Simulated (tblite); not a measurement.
Run record: tight-binding relaxation, `O=C[CH2][Ge@@H]1[CH2]OCC[C@H]1F`.

Computed with GFN2-xTB geometry optimisation, gas phase (tblite 0.8.0). Start geometry: from a force field or distance geometry. The command runs a driver script over a list of jobs; the input below is this job's line of settings and its coordinates in Å.

Command:
```bash
OMP_NUM_THREADS=1 python probes_run.py task.json out
```

Input:
```
{"job": {"kind": "relax", "xc": "GFN2-xTB", "basis": "xTB"}, "charge": 0, "multiplicity": 1}
O      3.375100     1.117700     0.176800
C      3.100200    -0.043200     0.433700
C      2.131200    -0.832800    -0.310600
Ge     0.424800     0.152100    -0.584000
C      0.066900     1.143400     1.042600
O     -1.321700     1.303700     1.232400
C     -2.059900     0.890800     0.130200
C     -2.176300    -0.612700     0.068400
C     -1.057900    -1.123700    -0.806500
F     -1.424100    -1.059100    -2.136000
H      3.621300    -0.481400     1.263400
H      1.936000    -1.825100     0.175700
H      2.510500    -1.034300    -1.341500
H      0.549100     1.107600    -1.786200
H      0.485700     0.629600     1.922800
H      0.532300     2.147900     1.003600
H     -1.581600     1.260200    -0.791100
H     -3.076900     1.351400     0.180800
H     -2.120000    -1.054200     1.080200
H     -3.158300    -0.874800    -0.380600
H     -0.765200    -2.146200    -0.574600
```

Question: What does the run print?

Answer: 
```
step      E/eV     max force
  0    -902.86977    2.092
  1    -903.01884    2.143
  2    -903.07820    0.892
  3    -903.11604    0.492
  4    -903.16481    0.440
  5    -903.18663    0.420
  6    -903.21483    0.375
  7    -903.23711    0.321
  8    -903.26104    0.333
  9    -903.27850    0.344
... (156 lines left out)
166    -903.60188    0.025
167    -903.60200    0.024
168    -903.60212    0.022
169    -903.60223    0.022
170    -903.60233    0.022
171    -903.60241    0.023
172    -903.60247    0.017
173    -903.60252    0.013
174    -903.60255    0.010
175    -903.60256    0.010
```

«max force» is the largest atomic force in eV/Å.

Question: From which step on does the largest force stay under 0.1 eV/Å, and how much energy is left to gain from there?

Answer: From step 125 (0.100 eV/Å), 13.4 meV above the end.

Summary of the converged run: energy lowered by 16.9 kcal/mol over 175 steps; largest atomic force 0.010 eV/Å at the end.

Question: Give the final coordinates.

Answer: 0.971 Å rms from the input after alignment:
```
atom  x, y, z in Å
O1     3.3316    0.8139    0.2142
C2     3.1795   -0.3492    0.4738
C3     1.9050   -1.0640    0.2177
Ge4    0.7239    0.2520   -0.7256
C5    -0.0114    1.5916    0.5691
O6    -0.9729    0.9346    1.3708
C7    -2.1295    0.5399    0.6684
C8    -1.9577   -0.7709   -0.1057
C9    -0.9993   -0.6273   -1.2760
F10   -1.5535    0.2443   -2.2175
H11    3.9969   -0.9427    0.9251
H12    1.4683   -1.3514    1.1764
H13    2.0923   -1.9871   -0.3314
H14    1.3710    0.7928   -1.9778
H15    0.7512    1.9653    1.2510
H16   -0.4617    2.4469    0.0520
H17   -2.4461    1.3334   -0.0215
H18   -2.9009    0.4072    1.4324
H19   -1.5607   -1.5327    0.5684
H20   -2.9375   -1.0959   -0.4644
H21   -0.8975   -1.5837   -1.7999
```

On one thread of an AMD EPYC, shared host, this took 9.1 s wall, 5.7 s CPU.
Labels such as C1 count atoms from 1, the log's own numbers from 0.
